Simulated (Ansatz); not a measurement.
A structure relaxed at PBE0-D4/def2-TZVP, charge 0, multiplicity 1:

Cartesian coordinates in Å:
```
C 1.211 0.943 0.463
C -0.028 0.995 -0.027
I -0.886 2.852 -0.499
N -0.888 -0.048 -0.229
C -0.407 -1.396 -0.068
H 1.674 -0.010 0.689
H 1.776 1.841 0.658
H -1.584 0.095 -0.942
H -1.216 -2.088 -0.296
H -0.101 -1.560 0.969
H 0.450 -1.622 -0.717
```

(1) Give its formula and SMILES.

(2) Summarise the bond lengths by kind.

## Answers

(1) C3H6IN, `C=C(I)NC`.

(2) 1 × C–C 1.333 Å; 5 × C–H 1.078 to 1.098 Å; 1 × C–I 2.099 Å; 2 × C–N 1.367 to 1.440 Å; 1 × H–N 1.006 Å.

Computed with Ansatz.
